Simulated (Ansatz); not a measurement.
Ansatz results at the PBE0-D4/def2-TZVP geometry: HOMO–LUMO gap (ωB97M-V/def2-TZVPP) 12.51 eV; HOMO–LUMO gap (B3LYP/def2-TZVPP) 7.97 eV; HOMO energy (PBE/def2-TZVPP) -6.54 eV.

Each molecule was computed in one conformer, which needn't be the lowest.

Task: Which molecule gave them?
A. `O=C=[N][GeH]([F])[Cl]`
B. `C[O][GeH]([NH2])[Cl]`
C. `[NH2][GeH2][F]`
D. `C[CH2][GeH2][CH3]`

Result: C. The others give `O=C=[N][GeH]([F])[Cl]`: 12.66, 7.73, -7.85; `C[O][GeH]([NH2])[Cl]`: 12.37, 7.66, -6.48; `C[CH2][GeH2][CH3]`: 12.64, 8.48, -6.78.

B3LYP here is the variant with VWN-RPA as its local correlation; programs differ in this.
